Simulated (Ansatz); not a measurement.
Program: Ansatz. Geometries: PBE0-D4/def2-TZVP. ΔE: electronic, gas phase. CCSD(T)/CBS is the MP2 limit (def2-TZVPP, def2-QZVPP) plus CCSD(T) − MP2 in def2-TZVPP, frozen cores. Functionals use def2-TZVPP. B3LYP here is the variant with VWN-RPA as its local correlation; programs differ in this. For Ga, Ge outer-core shells are correlated without core-valence functions, which leaves a few kJ/mol of doubt a bond. Scalar relativity is left out up to krypton. One conformer a species, not always the lowest.

`C[SiH2][CH2][GeH3]` + `[SH][GaH2]` → `C[SiH2][S][GaH2]` + `[CH3][GeH3]`  (ligand exchange at the Si–C bond)

Is it downhill or uphill in electronic energy at CCSD(T)/CBS, and by how much? (An estimate is asked.)

The calculation gave: Downhill: ΔE = -0.65 eV.

What do these levels give: PBE-D4, PBE0-D4, B2PLYP, r2SCAN, PBE0, B3LYP, MP2/def2-TZVPP, SCS-MP2/def2-TZVPP, HF/def2-QZVPP, MP2/def2-QZVPP, HF/CBS(def2), CCSD/CBS(def2)? (Estimate.)

The calculation gave: PBE-D4 -0.66, PBE0-D4 -0.67, B2PLYP -0.65, r2SCAN -0.67, PBE0 -0.66, B3LYP -0.64, MP2/def2-TZVPP -0.66, SCS-MP2/def2-TZVPP -0.65, HF/def2-QZVPP -0.66, MP2/def2-QZVPP -0.68, HF/CBS(def2) -0.66, CCSD/CBS(def2) -0.64 eV.

Largest T1 diagnostic among the species: 0.013.
